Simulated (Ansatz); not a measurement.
CH₄F₂Si, SMILES `FC[SiH2]F`. The species carries charge 0 and has multiplicity 1. The geometry is a stationary point of PBE0-D4/def2-TZVP. It is one conformer, not always the lowest.

```xyz
8

F     1.698    0.721   -0.606
C     0.757   -0.298   -0.534
Si   -0.750    0.232    0.459
F    -0.358    0.381    2.001
H     1.236   -1.178   -0.091
H     0.457   -0.565   -1.555
H    -1.781   -0.830    0.342
H    -1.259    1.539   -0.016
```

**Question.** What is the dipole moment at ωB97M-V/def2-TZVPP? (Best estimate.)

**Answer.** The calculation gave: 2.18 D, with components (-1.13, -1.39, -1.23) D in this frame, pointing from negative to positive charge.

**Question.** And with PBE, r2SCAN, B3LYP? (Best estimate.)

**Answer.** Computed: PBE 2.03 D, r2SCAN 2.11 D, B3LYP 2.20 D.

**Question.** Give the Mulliken charges with ωB97M-V, r2SCAN, PBE in def2-TZVPP. (An estimate is asked.)

**Answer.** Ansatz gave: 
```
atom  ωB97M-V  r2SCAN    PBE
  F1    -0.23   -0.24  -0.20
  C2    -0.08    0.03  -0.04
 Si3     0.50    0.59   0.50
  F4    -0.32   -0.33  -0.28
  H5     0.11    0.06   0.09
  H6     0.10    0.06   0.09
  H7    -0.05   -0.09  -0.08
  H8    -0.04   -0.08  -0.07
```

B3LYP here is the variant with VWN-RPA as its local correlation; programs differ in this.
